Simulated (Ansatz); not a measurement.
One change: `C[CH2][SnH3]` becomes `C[CH2][SnH2][F]`.

Ansatz, PBE0-D4/def2-TZVP geometries, multiplicity 1. Each molecule was computed in one conformer, which needn't be the lowest.

Elements past krypton have def2 core potentials.

```
                               property  `C[CH2][SnH3]`
  HOMO energy (ωB97M-V/def2-TZVPP) / eV           -9.97
      LUMO energy (PBE/def2-TZVPP) / eV           -0.39
  HOMO–LUMO gap (B3LYP/def2-TZVPP) / eV            7.71
HOMO–LUMO gap (ωB97M-V/def2-TZVPP) / eV           11.60
    LUMO energy (B3LYP/def2-TZVPP) / eV            0.08
     LUMO energy (PBE0/def2-TZVPP) / eV            0.34
```

(1) Give the same properties after the change, and the shifts. (An estimate is asked.)

## Answers

(1) Computed: 
```tsv
property	`C[CH2][SnH2][F]`	shift
HOMO energy (ωB97M-V/def2-TZVPP) / eV	-10.31	-0.34
LUMO energy (PBE/def2-TZVPP) / eV	-1.19	-0.80
HOMO–LUMO gap (B3LYP/def2-TZVPP) / eV	7.27	-0.44
HOMO–LUMO gap (ωB97M-V/def2-TZVPP) / eV	11.36	-0.24
LUMO energy (B3LYP/def2-TZVPP) / eV	-0.68	-0.76
LUMO energy (PBE0/def2-TZVPP) / eV	-0.41	-0.75
```

With PBE0 the HOMO falls by 0.32 eV and the LUMO falls by 0.75 eV, so the gap narrows by about 0.43 eV. PBE moves the HOMO by -0.23 eV and ωB97M-V by -0.34 eV.

B3LYP here is the variant with VWN-RPA as its local correlation; programs differ in this.
